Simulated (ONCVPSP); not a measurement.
**Building the ONCV potential for Ge (LDA (Perdew-Wang 92), fully relativistic).**

Ge, optimised norm-conserving Vanderbilt (ONCV), made with ONCVPSP 4.0.1 (LDA (Perdew-Wang 92), fully relativistic). Core [Ar] 3d10, reference 4s2 4p2. Waves: 4s: rc 1.50 bohr, ncon 3, nbas 6, qcut 4 1/bohr, 3 projectors, debl 2.9 Ha; 4p: rc 2.35 bohr, ncon 4, nbas 8, qcut 3.7 1/bohr, 2 projectors, debl 2.9 Ha. Local part: polynomial inside 1.30 bohr (lpopt 5, dvloc0 4 Ha). Core correction: none.

Open shells are filled in proportion to 2j + 1.

All-electron outer shells of the reference configuration (LDA (PZ), scalar-relativistic, ld1.x):

| shell | level (eV) | outermost node (bohr) | outermost maximum (bohr) |
| --- | --- | --- | --- |
| 3p | -115.38 | 0.23 | 0.54 |
| 3d | -29.55 | – | 0.50 |
| 4s | -11.95 | 0.77 | 1.73 |
| 4p | -4.05 | 0.82 | 2.19 |

What the tests gave:

- Cutoffs needed: 9.0 Ha and 29 Ha (the cutoffs (Ha) at which the residual kinetic energy of the hardest occupied pseudo-wave falls to 1 and 0.1 mHa per electron)
- Ghost test: ghosts flagged at negative energy: s at -4803.0 eV; GHOST(+) flagged for s at 232.3 eV; a true bound ghost makes a file unfit for plane-wave use
- Largest excitation error: +233 meV (all-electron minus pseudo) for 4s1 4p0, out of 4 test configurations

Generation and tests took about 3.2 s on one core of a shared server CPU.
